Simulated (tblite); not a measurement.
A tight-binding relaxation on `C/C=C/C/C(=C/Br)B(F)F`.

Computed with GFN2-xTB geometry optimisation, gas phase (tblite 0.8.0). Start geometry: from a force field or distance geometry. A driver script takes a list of jobs; this job's settings line and coordinates (Å) are shown.

Command:
```bash
OMP_NUM_THREADS=1 python probes_run.py task.json out
```

Input:
```
{"job": {"kind": "relax", "xc": "GFN2-xTB", "basis": "xTB"}, "charge": 0, "multiplicity": 1}
C      3.021000     0.249000    -0.606400
C      1.818300    -0.102800     0.192100
C      0.692600    -0.531400    -0.364100
C     -0.429700    -0.845700     0.563200
C     -1.621100     0.009600     0.299500
C     -2.060000     0.800000     1.267000
Br    -3.558500     1.966700     1.074700
B     -2.319400    -0.012900    -1.102900
F     -2.900900     1.185900    -1.596400
F     -2.745600    -1.278200    -1.624100
H      2.813500     1.050900    -1.354800
H      3.772600     0.610100     0.116000
H      3.469100    -0.647800    -1.090400
H      1.876200    -0.028900     1.300400
H      0.593100    -0.609900    -1.442800
H     -0.153600    -0.705200     1.651400
H     -0.717400    -1.914900     0.458500
H     -1.558900     0.811800     2.247300
```

Output:
```
step      E/eV     max force
  0    -863.18292    3.346
  1    -863.61384    2.019
  2    -863.76737    2.651
  3    -863.86599    0.820
  4    -863.91025    0.495
  5    -863.93737    0.599
  6    -863.95116    0.535
  7    -863.96773    0.283
  8    -863.98197    0.254
  9    -863.98887    0.203
... (106 lines left out)
116    -864.12254    0.038
117    -864.12278    0.051
118    -864.12311    0.046
119    -864.12332    0.028
120    -864.12342    0.020
121    -864.12349    0.014
122    -864.12354    0.014
123    -864.12357    0.011
124    -864.12360    0.012
125    -864.12362    0.008
```

«max force» is the largest atomic force in eV/Å.

Q: From which step on does the largest force stay under 0.1 eV/Å, and how much energy is left to gain from there?

A: From step 73 (0.095 eV/Å), 12.8 meV above the end.

In short: energy lowered by 21.7 kcal/mol over 125 steps; largest atomic force 0.008 eV/Å at the end.

Q: Where do the atoms end?

A: 0.448 Å rms from the input after alignment:
```
atom  x, y, z in Å
C1     2.9953    0.2655   -0.5596
C2     1.8130   -0.1787    0.2330
C3     0.6479   -0.5222   -0.2887
C4    -0.5448   -0.9615    0.5117
C5    -1.6707    0.0326    0.3116
C6    -1.9244    0.8941    1.3009
Br7   -3.2362    2.2388    1.2806
B8    -2.4165   -0.0064   -1.0575
F9    -3.2998    0.8799   -1.4618
F10   -2.1992   -0.9768   -1.9261
H11    2.7720    0.2706   -1.6233
H12    3.2934    1.2690   -0.2572
H13    3.8403   -0.3977   -0.3776
H14    1.9596   -0.2195    1.3053
H15    0.4944   -0.4831   -1.3587
H16   -0.2819   -1.0365    1.5677
H17   -0.8738   -1.9405    0.1550
H18   -1.3773    0.8789    2.2331
```

Q: Estimate the wall time. Hardware: Arm Neoverse N1, one thread, shared host.

A: About 2.0 s.
Labels such as C1 count atoms from 1, the log's own numbers from 0.
